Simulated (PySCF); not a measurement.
C₆H₈AlNS.
Atom-mapped SMILES: `[CH3:1][C:2]#[N+:3][AlH2-:4][c:5]1[cH:6][cH:7][cH:8][s:9]1` (hydrogens: H10, H11, H12 on C1; H13, H14 on Al4; H15 on C6; H16 on C7; H17 on C8)

Geometry (PBE0-D3(BJ)/def2-SVP, Å), atoms numbered from 1 in this order:
```xyz
17
C6H8AlNS angstrom
C      0.3195    3.5302   -1.1416
C      0.1253    2.5474   -0.1003
N     -0.0349    1.7572    0.7214
Al    -0.3493    0.2258    2.0321
C     -0.4721   -1.2434    0.7230
C      0.4936   -2.1708    0.3737
C      0.0922   -3.0884   -0.6373
C     -1.1912   -2.8598   -1.0660
S     -1.8889   -1.5376   -0.2244
H      1.3147    3.9866   -1.0428
H      0.2408    3.0431   -2.1241
H     -0.4483    4.3130   -1.0621
H     -1.7130    0.7331    2.6957
H      1.0136    0.2656    2.8681
H      1.4800   -2.1919    0.8434
H      0.7228   -3.8888   -1.0291
H     -1.7547   -3.4094   -1.8197
```

Computed with PySCF at PBE0/pcSseg-1 and CAM-B3LYP/def2-SVPD, non-relativistic, on one gas-phase PBE0-D3(BJ)/def2-SVP geometry that isn't relaxed in the solvent. The solvent is an IEF-PCM continuum (cavity from Bondi-type radii × 1.2). Only the electrostatic response of the medium enters.

Gas phase at PBE0/pcSseg-1: HOMO -6.27 eV, LUMO -0.95 eV, dipole 8.32 D.

Q: What does the continuum do to the energy, the frontier levels and the dipole at PBE0/pcSseg-1 in chloroform and acetonitrile?

A: 
```csv
solvent,ε,E(solvent) − E(gas) (kcal/mol),polarisation term (kcal/mol),distortion of the solute (kcal/mol),HOMO (eV),LUMO (eV),dipole (D)
chloroform,4.711,-10.07,-11.32,1.25,-6.61,-0.61,9.54
acetonitrile,35.69,-13.47,-15.73,2.26,-6.73,-0.63,9.95
```

The first energy column is the sum of the next two and covers electrostatics alone. From chloroform to acetonitrile the lowering changes by a factor 1.34, Onsager's factor (ε − 1)/(2ε + 1) by 1.35 and ε itself by 7.6.

Q: Which radius a makes the point-dipole formula ΔE = −[(ε − 1)/(2ε + 1)]·μ²/a³ give the value in acetonitrile, with the gas-phase dipole?

A: μ = 3.274 au and |ΔE| = 0.02146 Eh give a = 3.29 Å; the farthest nucleus lies 4.45 Å from the centroid of the nuclei, so such a sphere wouldn't even hold the nuclei. The formula assumes a rigid point dipole at the centre of a sphere.

Q: Give the dipole vector in the frame of the coordinates (D, pointing from negative to positive charge), gas and acetonitrile.

A: Gas (1.84, 6.09, -5.37), solvent (2.20, 6.91, -6.82). Its length changes by +20 % and its direction by 3°.

Q: Which Hirshfeld charges (PBE0/pcSseg-1) respond most in acetonitrile (means over atoms taken as equivalent)?

A: 
```csv
atoms,environment,gas (e),solvent (e),change
N3,nitrogen bonded to Al and C,-0.081,-0.113,-0.032
C2,triply bonded carbon,+0.189,+0.216,+0.027
H13/H14,Al–H hydrogen,-0.196,-0.216,-0.020
H10/H11/H12,methyl hydrogen,+0.091,+0.104,+0.013
H17,aromatic hydrogen,+0.049,+0.060,+0.011
C1,methyl carbon,-0.056,-0.045,+0.011
S9,thiophene-type sulfur,+0.071,+0.061,-0.010
H16,aromatic hydrogen,+0.048,+0.057,+0.009
C6,aromatic CH carbon,-0.085,-0.091,-0.006
C5,substituted aromatic carbon,-0.194,-0.201,-0.007
H15,aromatic hydrogen,+0.046,+0.050,+0.004
C7,aromatic CH carbon,-0.084,-0.088,-0.004
```

Q: How do the nuclear quadrupole coupling constants eQVzz/h respond in acetonitrile?

A: 
```
    nucleus  Q (barn)  gas (MHz)  solvent (MHz)  η gas  η solvent
  14N at N3   0.02044      -2.82          -2.34   0.01       0.00
27Al at Al4    0.1466      32.13          29.35   0.18       0.13
  33S at S9  -0.06781     -28.55         -28.29   0.40       0.39
```

Gas phase at CAM-B3LYP/def2-SVPD: HOMO -7.48 eV, LUMO 0.15 eV, dipole 8.30 D.

Q: What does the continuum do to the energy, the frontier levels and the dipole at CAM-B3LYP/def2-SVPD in acetonitrile?

A: 
| solvent | ε | E(solvent) − E(gas) (kcal/mol) | polarisation term (kcal/mol) | distortion of the solute (kcal/mol) | HOMO (eV) | LUMO (eV) | dipole (D) |
| --- | --- | --- | --- | --- | --- | --- | --- |
| acetonitrile | 35.69 | -13.44 | -15.73 | 2.29 | -7.90 | 0.47 | 10.00 |

The atom shares or the degeneracy of the LUMO differ from the gas phase in acetonitrile, so that column needn't follow one orbital.

Q: How does the static polarisability (CAM-B3LYP/def2-SVPD, frozen core, with the continuum's full static response) change?

A: 
| medium | isotropic (au) | principal values (au) | ⟨r²⟩ of the electrons (bohr²) |
| --- | --- | --- | --- |
| gas | 123.3 | 109.4, 120.6, 139.9 | 2113.1 |
| acetonitrile | 168.4 | 149.6, 174.6, 180.9 | 2109.8 |

The isotropic value in acetonitrile is 1.37 times the gas-phase one; no cavity-field correction is applied. ⟨r²⟩ is taken about the centre of nuclear charge.
